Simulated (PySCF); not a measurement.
## Ionisation energy of Sc by level of theory

Sc [Ar] 3d1 4s2 (2D) → Sc⁺ [Ar] 3d1 4s1 (3D), as a difference of total energies. Calculation: PySCF 2.14, in aug-cc-pVDZ (7s6p4d2f, 59 functions); the non-relativistic Hamiltonian (point nucleus). Correlated levels: valence: [Ar] frozen. The calculations carry no spin-orbit coupling.

| method | ionisation energy (eV) | difference from reference (eV) |
| --- | --- | --- |
| UHF | 5.368 | -1.194 |
| MP2 (valence) | 6.025 | -0.537 |
| SCS-MP2 (valence) | 6.157 | -0.405 |

Reference: 6.562 eV (measured; NIST levels, between the centres of gravity of the two terms).

These non-relativistic numbers lack the scalar-relativistic shift.

Errors of the correlated levels include the incompleteness of this basis and the frozen core.

MP2 underrates the near-degeneracy of ns² with np² in the lower species.
